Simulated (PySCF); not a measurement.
## Peak assignment

Cartesian coordinates in Å; atom numbers follow the order of the lines, from 1:
```xyz
21

C    -3.6208    0.6032   -0.8784
C    -2.3565    0.1779   -0.6963
C    -2.0838   -1.1025    0.0395
C    -1.2691    0.9976   -1.2401
C     0.0668    0.8446   -1.2091
C     0.9109   -0.2366   -0.6175
C     1.3643   -1.2992   -1.6520
O     2.7573   -1.4506   -1.4464
B     3.1615   -0.4622   -0.6018
O     2.1423    0.3106   -0.1374
H    -3.8364    1.5367   -1.4053
H    -4.4744    0.0323   -0.5046
H    -1.5480   -0.9171    0.9839
H    -3.0227   -1.6165    0.2862
H    -1.4686   -1.7927   -0.5591
H    -1.6249    1.8836   -1.7769
H     0.6674    1.6041   -1.7233
H     0.4140   -0.7167    0.2362
H     1.1790   -0.9646   -2.6863
H     0.8532   -2.2636   -1.5081
H     4.3093   -0.2912   -0.2964
```

Theory: geometry from PBE0-D3(BJ)/def2-SVP, shielding tensors at B3LYP/pcSseg-1 (GIAO), in PySCF (fast rotation and ring inversion assumed for equivalent nuclei, a single conformation, gas phase, non-relativistic Hamiltonian).

Referencing at the same level of theory: TMS for ¹³C and ¹H.

(1) Assign these signals to the numbered atoms. ¹³C{¹H} NMR (computed): δ 150.9 (C), 140.5 (CH), 139.7 (CH), 129.5 (CH2), 77.4 (CH), 75.8 (CH2), 24.3 (CH3).

(2) Assign these signals to the numbered atoms. ¹H NMR (500 MHz, computed): δ 5.97 (d, 1H), 5.52 (m, 1H), 5.42 (m, 1H), 5.20 (m, 1H), 5.17 (m, 1H), 4.24 (m, 1H), 4.08 (br, 1H), 3.68 (m, 1H), 1.90 (s, 3H).

Results:

(1) 
150.9 → C2, fully substituted alkene carbon: an sp2 carbon of a C=C bond
140.5 → C5, alkene CH: the olefinic region
139.7 → C4, alkene CH
129.5 → C1, terminal =CH2 carbon: as expected for a trigonal carbon in a double bond
77.4 → C6, allylic sp3 CH bonded to O: the inductive effect lowers its shielding
75.8 → C7, sp3 CH2 bonded to O: the inductive effect lowers its shielding
24.3 → C3, allylic methyl carbon: a saturated carbon with 1 carbon neighbour and no heteroatom attached

C5 and C4; C6 and C7 lie closer than the usual error of such a calculation, so a measured spectrum could show them in the other order.

(2) 
```tsv
δ (ppm)	atoms	environment	reason
5.97	H16	hydrogen on an alkene CH	attached to an sp2 carbon and in the plane of the double bond
5.52	H17	hydrogen on an alkene CH	–
5.42	H18	hydrogen on an allylic sp3 CH bonded to O	its carbon carries O, hence the downfield position
5.20	H12	hydrogen on a terminal =CH2 carbon	olefinic region
5.17	H11	hydrogen on a terminal =CH2 carbon	–
4.24	H20	hydrogen on an sp3 CH2 bonded to O	its carbon carries O, hence the downfield position
4.08	H21	hydrogen on a boron bonded to 2 O, in a 5-membered ring	–
3.68	H19	hydrogen on an sp3 CH2 bonded to O	its carbon carries O, an electronegative neighbour
1.90	H13/H14/H15	hydrogen on an allylic methyl carbon	allylic position
```

H17 and H18; H12 and H11 lie closer than the usual error of such a calculation, so a measured spectrum could show them in the other order.

Hydrogens on boron are broadened and split by ¹¹B (spin 3/2, 80 %) and 10B (spin 3). Shifts are as computed. Against solution values, carbons near 30 ppm lie about +2 ppm off and those near 130 ppm about +6 ppm. Of 1313 compounds with measured shifts, 239 miss one by over three times the rms of a fit or turn the order of signals round; such compounds aren't used in these exercises. No couplings were computed; multiplicities are counted from neighbouring protons, with m where these are inequivalent, close in shift, in a saturated or five-membered ring or joined by F or P, and br s for small geminal =CH2 splittings.
